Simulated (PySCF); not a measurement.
Sn(CF3)(H)3 (CH3F3Sn), SMILES F[C](F)(F)[SnH3].

Coordinates come from a PBE-D3(BJ)/def2-SVP optimisation. The structure was generated by enumeration; whether it is a known compound was not checked. The def2 effective core potentials stand for the cores of Sn; spin–orbit coupling is left out.

Level of theory: PySCF with PBE-D3(BJ)/def2-SVP.

Frequencies are harmonic and unscaled.

Modes within 1.5 cm⁻¹ of each other (mostly degenerate sets) share a row, with their intensities summed.

Q: List the normal modes with their intensities. (An estimate is asked for; the answer gives what the named calculation found.)

A: 
```json
[
 {"mode": "1", "ν (cm⁻¹)": "79", "IR (km/mol)": "0.0", "moving atoms (share of kinetic energy)": "H 92 %, F 8 %"},
 {"mode": "2–3", "ν (cm⁻¹)": "170", "IR (km/mol)": "2.3", "moving atoms (share of kinetic energy)": "F 78 %, H 11 %, C 8 %"},
 {"mode": "4", "ν (cm⁻¹)": "245", "IR (km/mol)": "10.7", "moving atoms (share of kinetic energy)": "F 58 %, Sn 35 %"},
 {"mode": "5–6", "ν (cm⁻¹)": "422", "IR (km/mol)": "61.8", "moving atoms (share of kinetic energy)": "H 75 %, F 22 %"},
 {"mode": "7–8", "ν (cm⁻¹)": "515", "IR (km/mol)": "12.7", "moving atoms (share of kinetic energy)": "F 80 %, H 12 %"},
 {"mode": "9", "ν (cm⁻¹)": "643", "IR (km/mol)": "183.3", "moving atoms (share of kinetic energy)": "H 98 %"},
 {"mode": "10–11", "ν (cm⁻¹)": "687", "IR (km/mol)": "75.7", "moving atoms (share of kinetic energy)": "H 99 %"},
 {"mode": "12", "ν (cm⁻¹)": "702", "IR (km/mol)": "6.5", "moving atoms (share of kinetic energy)": "F 86 %, C 14 %"},
 {"mode": "13–14", "ν (cm⁻¹)": "1105", "IR (km/mol)": "396.7", "moving atoms (share of kinetic energy)": "C 73 %, F 27 %"},
 {"mode": "15", "ν (cm⁻¹)": "1118", "IR (km/mol)": "293.2", "moving atoms (share of kinetic energy)": "C 73 %, F 26 %"},
 {"mode": "16", "ν (cm⁻¹)": "1869", "IR (km/mol)": "38.5", "moving atoms (share of kinetic energy)": "H 100 %"},
 {"mode": "17–18", "ν (cm⁻¹)": "1893", "IR (km/mol)": "310.0", "moving atoms (share of kinetic energy)": "H 99 %"}
]
```
